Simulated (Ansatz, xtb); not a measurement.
## Relative energy of two structures of CHAgS

Structure a is a singlet given by its coordinates and structure b is `S=[CH][Ag]`, a singlet. Both are isolated molecules in the gas phase, relaxed with BLYP-D3(BJ)/def2-SVP.

a (Å):

```xyz
4

C    -0.7315    0.5676    0.4070
Ag    0.6439   -0.8989    0.1046
S    -1.5649    1.8211    0.7569
H     1.9403   -1.9200   -0.0152
```

Close contacts (Å): C1–Ag2 2.03, C1–S3 1.55, Ag2–H4 1.65.

b (Å):

```xyz
4

C    -0.5587    0.6348   -0.3167
Ag    1.2081   -0.4801   -0.4740
S    -1.9325    0.1885    0.4124
H    -0.4679    1.6253   -0.8090
```

Energies in hartree; the thermal terms are from BLYP-D3(BJ)/def2-SVP harmonic frequencies (ideal gas, rigid rotor, one conformer each, 298.15 K, 1 atm) and include the zero-point energy:

|  | a | b |
| --- | --- | --- |
| E, CCSD(T)/def2-TZVPP | −583.077508 | −583.093259 |
| zero-point energy | 0.009812 | 0.014517 |
| H(298 K) − E | 0.015396 | 0.019373 |
| G(298 K) − E | −0.018049 | −0.013860 |

Q: Work out ΔE, ΔE₀, ΔH and ΔG for a → b in kJ/mol (1 Eh = 2625.50 kJ/mol) and the equilibrium ratio [b]/[a].

A: 1. ΔE = −583.093259 − (−583.077508) = −0.015751 Eh = −41.35 kJ/mol.
2. ΔE₀ = ΔE + ΔZPE = −0.015751 + (+0.004705) Eh = −29.00 kJ/mol.
3. ΔH = ΔE + (+0.003977) Eh = −30.91 kJ/mol.
4. ΔG = ΔE + (+0.004189) Eh = −30.36 kJ/mol, so ΔS = (ΔH − ΔG)/T = −1.9 J/(mol K).
5. kT = 0.9442 mEh, so K = [b]/[a] = exp(−ΔG/kT) = exp(+12.25) ≈ 2.1 × 10^5.

Structure b is favoured at this temperature. An error of 4 kJ/mol in ΔG would change K by a factor of 5. Large T1 diagnostics make the coupled-cluster value less sure. Mirror images and further conformers aren't counted.

Other levels gave ΔE = −49.0 (BLYP-D3(BJ)/def2-SVP); −89.5 (HF/def2-TZVPP); −18.3 (MP2/def2-TZVPP) kJ/mol. The correlated steps freeze 6 core orbitals; the last core shell of Ag is correlated, in a basis made for valence electrons. Atoms past krypton carry core potentials in the def2 sets, without spin–orbit terms. Programs: Ansatz 0.2.0.
